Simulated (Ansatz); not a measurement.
Z-matrix (Å, degrees):
```
C
B 1 1.605
H 1 1.095 2 114.8
H 1 1.097 2 107.6 3 117.9
H 1 1.096 2 113.6 3 -124.8
C 2 1.605 1 117.1 3 174.5
As 2 2.152 1 105.3 3 58.0
H 2 1.218 1 114.8 3 -46.5
H 6 1.095 2 114.8 1 -174.6
H 6 1.097 2 107.6 1 67.5
H 6 1.096 2 113.6 1 -49.8
H 7 1.509 2 118.6 1 -177.3
H 7 1.512 2 121.2 1 62.0
H 7 1.509 2 118.5 1 -58.6
```

The species carries charge 0 and has multiplicity 1.

Problem. List the PBE0/def2-TZVPP orbital energies in eV (the Gaussian-basis code of Ansatz). (Estimate.)

Solution. Computed: Occupied: -11599.35, -1469.91, -1313.36, -1313.36, -1313.32, -276.83, -276.83, -193.28, -183.27, -139.97, -139.97, -139.85, -46.43, -46.43, -46.33, -46.32, -46.28, -19.60, -18.60, -18.30, -12.94, -11.63, -11.54, -11.09, -10.91, -10.21, -10.05, -8.16, -8.11, -7.82. Lowest empty: 0.26, 0.33, 0.34, 1.28, 2.18, 2.23, 2.59, 3.38.
